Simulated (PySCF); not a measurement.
Structure problem from calculated spectra and properties.

Formula: C4H14N2Si.

- NMR, other nuclei: isotropic shieldings of nuclei other than C and H, by class: 231 (2 N), 363 (1 Si) ppm [GIAO B3LYP/pcSseg-1]
- UV, strongest line: among the 10 lowest singlet transitions: S4 at 6.59 eV (188 nm, f = 0.066) [TDDFT CAM-B3LYP/def2-SVPD]
- Valence photoelectron: vertical ionisation energy: 8.16 eV [ΔSCF CAM-B3LYP/def2-SVPD]
- Rotational structure: rotational constants A, B, C: 3.671, 1.250, 1.181 GHz [PBE0-D3(BJ)/def2-SVP]
- XPS: Si2p3/2 106.4, C1s 291.2 (×4), N1s 404.0 (×2), Si1s 1846.4 eV [ΔSCF SCAN, pcX-2 on the ionised atom, pcseg-1 elsewhere, spin-free X2C, 2p3/2 from a spin–orbit splitting computed afterwards within the 2p shell]
- Dipole: 0.75 D [CAM-B3LYP/def2-SVPD]
- UV, first state: lowest singlet excitation: 5.91 eV (210 nm, f = 0.021) [TDDFT CAM-B3LYP/def2-SVPD]
- 13C NMR: chemical shifts (computed TMS as zero) by class: 38.4 (4 C) ppm [GIAO B3LYP/pcSseg-1]
- Polarisability: 94.5 au [CAM-B3LYP/def2-SVPD]

The electronic properties come from PySCF, for the isolated species, density fitting. Levels stand in brackets. Isolated species at its PBE0-D3(BJ)/def2-SVP geometry (one conformer only). NMR classes are plain means over equivalent atoms (diastereotopic ones count apart unless rotation or inversion swaps them), as if these changed places fast.

**Question.** Propose a structure and show how it fits.

**Answer.** Numbering: `[CH3:1][N:2]([CH3:3])[SiH2:4][N:5]([CH3:6])[CH3:7]`. Its formula, C4H14N2Si, gives 0 degrees of unsaturation, so no ring and no π bond. 4 carbons fall into 1 class: N-methyl carbon [C1/C3/C6/C7] (38.4 ppm, 4 C, up to 2.9 ppm apart in this geometry). The other shieldings belong to: 231 ppm, silicon-bound nitrogen [N2/N5]; 363 ppm, SiH2 silicon [Si4]. The core levels belong to: Si2p3/2 106.4 eV, SiH2 silicon [Si4]; C1s 291.2 eV, N-methyl carbon [C1/C3/C6/C7]; N1s 404.0 eV, silicon-bound nitrogen [N2/N5]; Si1s 1846.4 eV, SiH2 silicon [Si4]. One atom of each topological class was ionised and stands for its class. The first electron is taken from the HOMO, whose largest Löwdin shares are 0.28 on a silicon-bound nitrogen, 0.27 on a silicon-bound nitrogen, 0.07 on the SiH2 silicon and 0.05 on an N-methyl carbon. The optimised geometry has point group C2 and is an asymmetric top. Structure: `CN(C)[SiH2]N(C)C`. Computed isomers that give other values at the same levels: `CC(C)(C)N[SiH2]N` (lowest singlet excitation: 6.31 eV (196 nm, f = 0.014)). The assignments are read from this structure; whether some other isomer fits the data as well wasn't checked.

The values belong to the conformer `[CH3:1][N:2]([CH3:3])[SiH2:4][N:5]([CH3:6])[CH3:7]`: C1–N2–Si4–N5 -51°, N2–Si4–N5–C6 141°.
